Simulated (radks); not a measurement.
Dipole-allowed excitations along the series with 47 electrons in [Kr] 4d10 5s1. Method: scalar-relativistic Kohn-Sham, PBE, spin-polarised, spherical densities, finite nucleus; open shells are filled with parallel spins first (spin-orbit coupling, left out, can overturn this in heavy ions); Fermi nuclear charge, rms radius of each element as measured or else 0.836 A^(1/3) + 0.57 fm; computed with a radial shooting solver on a logarithmic mesh with Libxc functionals. Time-dependent linear response with the Hartree and adiabatic LDA kernel, continuum included through the Sternheimer equations, no spin-orbit coupling, so fine structure and intercombination lines are absent. Lines are the poles of the dipole polarisability below minus the highest occupied eigenvalue, found on a grid refined at the orbital gaps; the lowest seven at most are given, and weak or close lines can be missed. The first line takes the name of the lowest orbital gap if no other gap lies below it; otherwise a line is named after a gap within 0.6 % of it, if that gap stands alone.

| species | -e(HOMO) (eV) | lowest orbital gap (eV) | first line (eV) | f | strongest line (eV) | its f | static alpha (bohr^3) |
|---|---|---|---|---|---|---|---|
| Ce11+ | 185.77 | 5s-5p 23.267 | 24.402 (5s-5p) | 0.760 | 137.79 (unassigned) | 8.28 | 1.397 |
| Nd13+ | 236.15 | 5s-5p 27.192 | 28.459 (5s-5p) | 0.753 | 153.25 (unassigned) | 6.89 | 1.027 |

Estimate the first line of Pr12+, its oscillator strength and the static polarisability.

Answer. 26.403 eV (5s-5p), f = 0.756, alpha = 1.193 bohr^3.
